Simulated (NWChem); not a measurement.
Correlation energy of H2B

```
B
H 1 1.2050
H 1 1.2050 2 129.14
```
Charge 0, spin multiplicity 2.

Everything below was run with NWChem. The geometry was optimised at UPBE0/def2-SVP, a minimum by its harmonic frequencies.

Basis set: def2-TZVP. Each correlation energy counts from its own Hartree-Fock reference.

The correlated methods keep 1 core orbital frozen. The structure started from a generated list of species. The unpaired electrons of the parent sit in orbitals of symmetry a1 (C2v labels of the run); other states weren't searched. The stability of the SCF solutions was not checked. Open-shell Hartree-Fock references start from PBE0 orbitals. Coupled-cluster values serve here as a point of comparison, not as the truth.

**Question.** One of these methods gave a correlation energy of -77.6 mHa. Which?
(A) UMP2
(B) CCSD[T] on UHF
(C) SCS-UMP2
(D) CCSD on UHF

**Answer.** A, UMP2. The others give -85.1 (SCS-UMP2), -97.0 (CCSD on UHF), -98.9 (CCSD[T] on UHF).
